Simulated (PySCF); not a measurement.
C2H2Cl, SMILES C(Cl)=[CH], multiplicity 2. Coordinates come from a PBE-D3(BJ)/def2-TZVP optimisation. The isomer is the one that the SMILES or the coordinates give; other isomers of the formula were not compared.

Level of theory: PBE-D3(BJ)/def2-TZVP in PySCF.

Harmonic wavenumbers (cm⁻¹): 329, 621, 640, 750, 800, 1170, 1597, 3117, 3236. Rotational constants (GHz): 58.03, 6.337, 5.713; symmetry number 1.

Question: Work out the zero-point energy and the ideal-gas rigid-rotor harmonic-oscillator thermochemistry at 298.15 K and 1 atm.

Answer: ZPE = ½ Σ hcν = ½ × 12258 cm⁻¹ = 73.32 kJ/mol. H − E(el) = 85.51 kJ/mol. Entropy in J/(mol K): translation 160.11, rotation 94.36, vibration 10.80, spin 5.76, total 271.04. G − E(el) = 4.70 kJ/mol. Cp = 55.11 J/(mol K).
